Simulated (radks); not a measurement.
Excited configurations of the sulfur ion S2+: one electron is placed in a higher orbital outside [Ne] 3s2 3p1. The ground configuration is [Ne] 3s2 3p2. All-electron calculation, scalar-relativistic Kohn-Sham, PBE, spin-unpolarised, spherical densities, point nucleus. Program: a radial shooting solver on a logarithmic mesh with Libxc functionals. Excitation = E - E(ground); binding = E(ion) - E, where the ion is the core of charge +3; n* = 3/sqrt(2 binding) in atomic units, and the quantum defect is n - n*.

| outer orbital | excitation (eV) | binding (eV) | n* | quantum defect | eigenvalue (eV) | <r> (bohr) |
|---|---|---|---|---|---|---|
| 4p | 20.290 | 13.752 | 2.984 | 1.016 | -11.524 | 4.284 |
| 4d | 24.236 | 9.806 | 3.534 | 0.466 | -8.095 | 5.405 |
| 4f | 26.133 | 7.909 | 3.935 | 0.065 | -6.263 | 5.700 |
| 5s | 24.936 | 9.106 | 3.667 | 1.333 | -7.803 | 6.914 |
| 5f | 28.743 | 5.299 | 4.807 | 0.193 | -4.377 | 9.772 |
| 6s | 28.321 | 5.721 | 4.626 | 1.374 | -4.958 | 10.99 |
| 6p | 28.934 | 5.107 | 4.896 | 1.104 | -4.411 | 12.03 |
| 6d | 29.863 | 4.179 | 5.413 | 0.587 | -3.588 | 14.11 |
| 6f | 30.302 | 3.739 | 5.722 | 0.278 | -3.174 | 14.83 |
| 7p | 30.464 | 3.578 | 5.850 | 1.150 | -3.117 | 17.33 |
| 7f | 31.276 | 2.766 | 6.654 | 0.346 | -2.383 | 20.87 |

The Delta-SCF ionisation energy is 34.042 eV (NIST Atomic Spectra Database: 34.86 eV, semi-empirical). Self-interaction in the functional shifts the binding energies and quantum defects, so they are the method's values and not measured ones. Spin polarisation and multiplet splitting are left out, so open shells lie too high by an amount that depends on their filling.

Beside tabulated values, note that spin-unpolarised runs miss the spin-polarisation part of the exchange energy of open shells.
